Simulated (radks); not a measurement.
Initial-state core-level shifts of neutral caesium when its valence configuration changes from [Xe] 6s1. Calculated with a radial shooting solver on a logarithmic mesh with Libxc functionals: scalar-relativistic Kohn-Sham, PBE, spin-polarised, spherical densities, finite nucleus; open shells are filled with parallel spins first (spin-orbit coupling, left out, can overturn this in heavy ions); Fermi nuclear charge, rms radius 4.8041 fm. Shifts are changes of the shell-averaged eigenvalues in eV (positive: less bound); the change of the density at the nucleus, which sets a Mossbauer isomer shift, is in e/bohr^3, on a base of 3.065e+05.

| valence | 2p | 3d | 4s | 4d | density at nucleus |
|---|---|---|---|---|---|
| 6p1 | -1.271 | -1.274 | -1.272 | -1.269 | -7.52 |
| 5d0.5 6s0.5 | -0.035 | -0.034 | -0.032 | -0.028 | -3.98 |
| 4f1 | -3.517 | -3.517 | -3.510 | -3.505 | -7.17 |
| 5d1 | -0.117 | -0.114 | -0.111 | -0.102 | -7.93 |
| 6s0.5 6p0.5 | -0.648 | -0.649 | -0.648 | -0.647 | -3.76 |
